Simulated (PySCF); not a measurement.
Species: C5H8F3NSi.
Structure used (GFN2-xTB), in Å, numbered top down from 1:
```xyz
18
C5H8F3NSi angstrom
C     -1.585    1.472   -0.959
Si    -0.923   -0.174   -0.290
C     -1.746   -0.653    1.362
N     -0.973   -1.329   -1.567
C      0.908   -0.004    0.080
C      2.080    0.097    0.331
C      3.497    0.224    0.633
F      4.141   -0.957    0.573
F      3.714    0.713    1.868
F      4.132    1.047   -0.220
H     -1.473    2.268   -0.231
H     -1.056    1.769   -1.859
H     -2.641    1.400   -1.204
H     -1.585    0.103    2.125
H     -2.819   -0.778    1.248
H     -1.345   -1.588    1.744
H     -1.748   -1.352   -2.206
H     -0.587   -2.250   -1.441
```

Computed at PBE0/pcSseg-1 (PySCF, non-relativistic), with Q(14N) = 0.02044 b: N4, 14N (I = 1): χzz = -4.616 MHz, η = 0.290.

Problem. Find the zero-field quadrupole resonance frequencies of 14N at N4.

Solution. From ν± = (3/4)|χ|(1 ± η/3) and ν0 = |χ|η/2: ν+ 3.796 MHz, ν− 3.128 MHz, ν0 0.668 MHz (silicon-bound nitrogen).

In a crystal, neighbours and librations shift these lines. Geometry: GFN2-xTB, one conformer, isolated molecule. GFN2-xTB bond lengths can be off by several hundredths of an ångström, more for odd bonds, and the gradients follow them. The basis is small and wasn't made for field gradients, so the couplings can be 20 % off.

These values come from a run that also computed NMR shieldings. Time: 2.2 min wall, 1.9 min CPU; peak memory 0.96 GiB. Hardware: one thread of an Intel Xeon at 2.50 GHz, no GPU, shared host with 64 logical CPUs at a one-minute load of 63.
